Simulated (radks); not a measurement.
These are the eigenvalues of the occupied orbitals of an atom or ion with whole-number occupations (eV). All-electron calculation, scalar-relativistic Kohn-Sham, r2SCAN, spin-unpolarised, spherical densities, finite nucleus; meta-GGA in the generalised Kohn-Sham scheme; Fermi nuclear charge, rms radius of each element as measured or else 0.836 A^(1/3) + 0.57 fm. Program: a radial shooting solver on a logarithmic mesh with Libxc functionals.

1s: -43475.12
2s: -7058.757
2p: -6307.607
3s: -1546.172
3p: -1307.969
3d: -977.6490
4s: -317.4970
4p: -238.8791
4d: -126.6671
5s: -46.2653
5p: -26.7706
4f: -7.8419
6s: -4.5067
5d: -3.7566
6p: -1.8770

Which element is it, and in what charge state? The configuration may be excited.

Answer. Z = 60, neodymium, charge 0: Nd in [Xe] 4f3 5d1 6s1 6p1. The list shows which subshells hold electrons but not how many an open one holds; the 1s level, -1597.7 hartree, gives Z - s = 56.5 by -(Z - s)^2/2, which with screening and relativity narrows Z to a few neighbours, and the depths of the outer levels then fix element, charge and occupations together.
